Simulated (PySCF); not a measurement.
These compounds are isomers of formula C$_{5}$H$_{6}$F$_{3}$NO.

A. SMILES C/C=N/C=C/OC(F)(F)F
B. `C(/C=C(/N=C)OC)(F)(F)F`
C. `FC(F)(F)OC1=CCNC1`

Spectrum 1. ¹H NMR (300 MHz, computed): δ 7.84 (d, 1H), 7.26 (d, 1H), 4.28 (m, 1H), 3.98 (s, 3H). ¹³C{¹H} NMR (computed): δ 172.8 (C), 157.1 (CH2), 133.4 (C), 83.9 (CH), 56.1 (CH3).

Spectrum 2. ¹H NMR (300 MHz, computed): δ 5.60 (t, 1H), 4.00 (m, 2H), 3.90 (s, 2H), 1.12 (br s, 1H). ¹³C{¹H} NMR (computed): δ 159.5 (C), 130.3 (C), 115.2 (CH), 57.1 (CH2), 56.6 (CH2).

Spectrum 3. ¹H NMR (300 MHz, computed): δ 7.83 (q, 1H), 7.15 (m, 1H), 7.09 (m, 1H), 2.22 (d, 3H). ¹³C{¹H} NMR (computed): δ 166.5 (CH), 150.6 (CH), 136.7 (CH), 129.9 (C), 27.2 (CH3).

Theoretical values (PySCF 2.14): geometry: GFN2-xTB, shieldings: GIAO PBE0/pcSseg-1. Relativity neglected, rapidly exchanging positions averaged, one computed conformer, no solvent model.

References, each an isolated molecule treated in the same way: ¹H (σref 31.72), ¹³C (σref 186.93) vs TMS. Splittings of carbon signals by F and P are missing where no couplings were computed. Where no couplings were computed, multiplicities follow the n + 1 count of equivalent neighbours, and m marks all less simple cases (inequivalent or close neighbours, rings, F or P nearby). Shifts are as computed. Against solution values, carbons near 30 ppm lie about +3 ppm off and those near 130 ppm about +5 ppm. Of 1211 compounds with measured shifts, 218 miss one by over three times the rms of a fit or turn the order of signals round; such compounds aren't used in these exercises. OH and NH positions are gas-phase values without hydrogen bonding to other molecules.

Which spectrum belongs to which compound?

Answers

1–B, 2–C, 3–A.

- Spectrum 1 (B): 5 ¹³C signals; δC 172.8 is an alkene carbon bearing oxygen; δC 133.4 is a CF3 carbon.
- Spectrum 2 (C): 5 ¹³C signals; δC 159.5 is an alkene carbon bearing oxygen; δC 130.3 is a CF3 carbon.
- Spectrum 3 (A): 5 ¹³C signals; δC 150.6 is an alkene carbon bearing oxygen; δC 129.9 is a CF3 carbon.
